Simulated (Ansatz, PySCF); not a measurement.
Br2Cu, SMILES [Br][Cu-][Br], charge -1, multiplicity 1. Atoms are numbered in the order given.

```xyz
3

Cu     0.0000     0.0000     0.0000
Br     0.0000     0.0000     2.2832
Br     0.0000     0.0000    -2.2832
```
Charge -1, spin multiplicity 1.

Coordinates come from a PBE0-D3(BJ)/def2-SVPD optimisation. The multiplicity is an assumed one; other spin states were not compared.

Two levels are set side by side: PBE-D3(BJ)/def2-SVPD (Ansatz, an electronic-structure program) and PBE0-D3(BJ)/def2-SVPD (Ansatz). Each level has its own optimised geometry; the coordinates shown are those of the second. Frequencies come from the Hessian of PySCF at each geometry. Differences are taken from unrounded values.

```tsv
quantity	PBE0-D3(BJ)	PBE-D3(BJ)	PBE-D3(BJ) minus PBE0-D3(BJ)
mean bond length (Å)	2.283	2.280	-0.003
bond Cu1–Br2 (Å)	2.283	2.280	-0.003
bond Cu1–Br3 (Å)	2.283	2.280	-0.003
highest harmonic wavenumber (cm⁻¹)	313	312	0
mean harmonic wavenumber (cm⁻¹)	159	158	-1
zero-point energy (kcal/mol)	0.91	0.90	0.00
```

On these quantities the two levels nearly agree.
